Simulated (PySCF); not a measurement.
Compound: C5H4FN3S.
Atom-mapped SMILES: `[CH3:1][C:2](=[S:3])[c:4]1[n:5][cH:6][n:7][c:8]([F:9])[n:10]1` (hydrogens: H11, H12, H13 on C1; H14 on C6)

Cartesian coordinates in Å at the PBE0-D3(BJ)/def2-SVP level; atoms count from 1:
```xyz
14
C5H4FN3S angstrom
C     -2.1814   -0.7884    0.3521
C     -1.4820    0.3477   -0.3171
S     -2.2525    1.5297   -1.1197
C      0.0125    0.3398   -0.2133
N      0.7158    1.3469   -0.7328
C      2.0283    1.2504   -0.5910
N      2.6732    0.2515    0.0102
C      1.8733   -0.6816    0.4787
F      2.4425   -1.6926    1.0792
N      0.5590   -0.7078    0.4109
H     -3.2662   -0.6923    0.2338
H     -1.8368   -1.7471   -0.0679
H     -1.9154   -0.8258    1.4207
H      2.6427    2.0602   -1.0017
```

All values: CAM-B3LYP/def2-SVPD (PySCF, non-relativistic), on one gas-phase PBE0-D3(BJ)/def2-SVP geometry that isn't relaxed in the solvent. The solvent is an IEF-PCM continuum (van der Waals radii × 1.2). Specific hydrogen bonds and non-electrostatic terms are outside this model.

| medium | total energy (Eh) | HOMO (eV) | LUMO (eV) | dipole (D) |
| --- | --- | --- | --- | --- |
| gas phase | -854.589663 | -8.175 | -2.503 | 0.459 |
| water (ε = 78.36) | -854.600897 | -8.272 | -2.430 | 1.067 |

Problem. What is E(solvent) − E(gas) in water, in kJ/mol?

Solution. -854.600897 − (-854.589663) = -0.011234 Eh = -29.49 kJ/mol.

Problem. Scale it by Onsager's factor (ε − 1)/(2ε + 1) to acetonitrile (ε = 35.69), and compare with the calculation.

Solution. The factor goes from 0.490 to 0.479, a ratio of 0.977, which gives -28.82 kJ/mol. The calculation gives -28.65 kJ/mol (total energy -854.600576 Eh), so the scaled value is 0.6 % too large in size.

Problem. Scale the changes of the other columns the same way. What are the values in acetonitrile?

Solution. 
| quantity | scaled | computed | difference |
| --- | --- | --- | --- |
| HOMO (eV) | -8.270 | -8.267 | -0.003 |
| LUMO (eV) | -2.432 | -2.431 | -0.001 |
| dipole (D) | 1.053 | 1.045 | +0.008 |

Problem. How does each lowering split into the polarisation term (half the interaction with the induced surface charges) and the distortion of the solute's density?

Solution. water: -34.37 + 4.88 kJ/mol, the distortion taking back 14 % of the polarisation term; acetonitrile: -33.24 + 4.59 kJ/mol, the distortion taking back 14 % of the polarisation term.
